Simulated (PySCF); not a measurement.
**Computed properties of ScF3, SMILES [F][Sc]([F])[F]**

ScF3, SMILES [F][Sc]([F])[F]. The structure is a stationary point at B3LYP-D3(BJ)/def2-SVP. The isomer is the one that the SMILES or the coordinates give; other isomers of the formula were not compared. One conformer was computed; it need not be the lowest. All values are computed for the isolated molecule unless a solvent is named; none is compared with measurement here.

**Structure.** The optimised structure has D3h symmetry. All 6 harmonic modes at B3LYP-D3(BJ)/def2-SVP (PySCF) are real, so it is a minimum. With heavy atoms numbered as in [Sc:1]([F:2])([F:3])[F:4], the shortest bond between them is Sc1–F2 at 1.828 Å and the longest Sc1–F4 at 1.828 Å.

**Vibrations.** The strongest infrared lines (harmonic, unscaled, degenerate partners summed) lie at 769 cm⁻¹ (489 km/mol, F 58 %, Sc 42 %), 77 cm⁻¹ (112 km/mol, Sc 56 %, F 44 %), 174 cm⁻¹ (29 km/mol, F 86 %, Sc 14 %). The softest mode is at 77 cm⁻¹ and the zero-point energy is 3.7 kcal/mol.

**Electronic structure.** HF/def2-TZVPD (PySCF) places the frontier levels at -16.50 and 0.11 eV, a gap of 16.61 eV, and gives a dipole moment of 0.00 D and a mean polarisability of 21.7 bohr³. PBE/def2-TZVPD (PySCF) at the same geometry gives -9.24 and -3.48 eV, so its gap is 10.85 eV narrower. An orbital gap is neither the optical nor the fundamental gap.

**Excitations.** TDA-ωB97X/def2-SVPD (PySCF) has S1 at 7.58 eV (164 nm, f = 0.000, dark); the most intense of the 10 singlets computed lies at 7.82 eV (f = 0.06). Strengths of degenerate partners are summed. T1 (TDA) is at 7.58 eV. TDA-PBE/def2-SVPD (PySCF) puts S1 at 5.77 eV. No vertical singlet excitation falls in the visible range (under 3.1 eV).

**NMR.** GIAO shifts at KT2/pcSseg-2 (PySCF) (non-relativistic, atoms alike by connectivity averaged): ¹⁹F at 204.5 ppm against CFCl3.
